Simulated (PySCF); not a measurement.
A series of related molecules.

All values: CAM-B3LYP/def2-SVPD (PySCF) at PBE0-D3(BJ)/def2-SVP geometries, gas phase, one conformer each. Core orbitals are frozen in the response; Δα² is half the sum of the squared differences of the principal polarisabilities. The calculation is non-relativistic, for germanium and bromine too.

Task: Rank by dipole moment, highest first.
A. `[F:1][CH:2]([F:3])[C:4]1=[CH:5][CH:6]=[CH:7][BH:8][CH:9]=[CH:10]1` with F1–C2–C4–C5 -53°
B. `[CH2:1]=[CH:2][C:3]1=[CH:4][CH:5]=[CH:6][BH:7][CH:8]=[CH:9]1` with C1–C2–C3–C4 -175°
C. `ClB(Cl)C1=CC=CBC=C1`
D. `BrC1=CC=CBC=C1`
E. `[GeH3:1][O:2][C:3]1=[CH:4][CH:5]=[CH:6][BH:7][CH:8]=[CH:9]1` with Ge1–O2–C3–C4 4°
F. `[CH2:1]=[CH:2][CH2:3][C:4]1=[CH:5][CH:6]=[CH:7][BH:8][CH:9]=[CH:10]1` with C1–C2–C3–C4 -121°, C2–C3–C4–C5 -115°

Result: E (4.07 D), F (2.49 D), B (2.29 D), C (1.16 D), D (0.93 D), A (0.43 D).

Task: Rank by mean static polarisability, highest first.
A. `FC(F)C1=CC=CBC=C1`
B. `[GeH3][O]C1=CC=CBC=C1`
C. `ClB(Cl)C1=CC=CBC=C1`
D. `C(=C)CC1=CC=CBC=C1`
E. `COC1=CC=CBC=C1`
F. `C=CC1=CC=CBC=C1`

Result: C (19.62 Å³), D (18.86 Å³), B (18.63 Å³), F (17.90 Å³), E (15.99 Å³), A (15.05 Å³).

Task: Rank by vertical ionisation energy (ΔSCF), highest first.
A. `BrC1=CC=CBC=C1`
B. `[SiH3]CC1=CC=CBC=C1`
C. `COC1=CC=CBC=C1`
D. `ClB(Cl)C1=CC=CBC=C1`
E. `B1C=CC=C(C=C1)[O][GeH3]`
F. `C(C=C)C1=CC=CBC=C1`

Result: D (9.21 eV), A (8.91 eV), F (8.67 eV), B (8.50 eV), C (8.34 eV), E (8.21 eV).

All values together:

| SMILES | formula | μ (D) | HOMO (eV) | LUMO (eV) | α (Å³) | Δα (Å³) | electrons | α per electron (Å³) | ΔSCF removal energy (eV) |
| --- | --- | --- | --- | --- | --- | --- | --- | --- | --- |
| C=CCC1=CC=CBC=C1 | C9H11B | 2.49 | -8.12 | -0.93 | 18.86 | 11.80 | 70 | 0.269 | 8.67 |
| [GeH3][O]C1=CC=CBC=C1 | C6H9BGeO | 4.07 | -7.67 | -0.67 | 18.63 | 12.24 | 90 | 0.207 | 8.21 |
| COC1=CC=CBC=C1 | C7H9BO | 3.58 | -7.75 | -0.66 | 15.99 | 10.93 | 64 | 0.250 | 8.34 |
| [SiH3]CC1=CC=CBC=C1 | C7H11BSi | 2.60 | -7.96 | -0.95 | 19.43 | 11.16 | 72 | 0.270 | 8.50 |
| FC(F)C1=CC=CBC=C1 | C7H7BF2 | 0.43 | -8.60 | -1.51 | 15.05 | 9.18 | 72 | 0.209 | 9.23 |
| ClB(Cl)C1=CC=CBC=C1 | C6H6B2Cl2 | 1.16 | -8.67 | -2.03 | 19.62 | 14.04 | 86 | 0.228 | 9.21 |
| BrC1=CC=CBC=C1 | C6H6BBr | 0.93 | -8.29 | -1.35 | 16.59 | 11.95 | 82 | 0.202 | 8.91 |
| C=CC1=CC=CBC=C1 | C8H9B | 2.29 | -7.86 | -1.26 | 17.90 | 14.69 | 62 | 0.289 | 8.43 |

Conformers: `[CH2:1]=[CH:2][CH2:3][C:4]1=[CH:5][CH:6]=[CH:7][BH:8][CH:9]=[CH:10]1` with C1–C2–C3–C4 -121°, C2–C3–C4–C5 -115°; `[GeH3:1][O:2][C:3]1=[CH:4][CH:5]=[CH:6][BH:7][CH:8]=[CH:9]1` with Ge1–O2–C3–C4 4°; `[CH3:1][O:2][C:3]1=[CH:4][CH:5]=[CH:6][BH:7][CH:8]=[CH:9]1` with C1–O2–C3–C4 0°; `[SiH3:1][CH2:2][C:3]1=[CH:4][CH:5]=[CH:6][BH:7][CH:8]=[CH:9]1` with Si1–C2–C3–C4 95°; `[F:1][CH:2]([F:3])[C:4]1=[CH:5][CH:6]=[CH:7][BH:8][CH:9]=[CH:10]1` with F1–C2–C4–C5 -53°; `[CH2:1]=[CH:2][C:3]1=[CH:4][CH:5]=[CH:6][BH:7][CH:8]=[CH:9]1` with C1–C2–C3–C4 -175°.

Task: By how much does the ΔSCF value exceed −ε(HOMO) over the species that have both?

Result: By 0.54 to 0.63 eV, 0.58 eV on average, over 8 species.
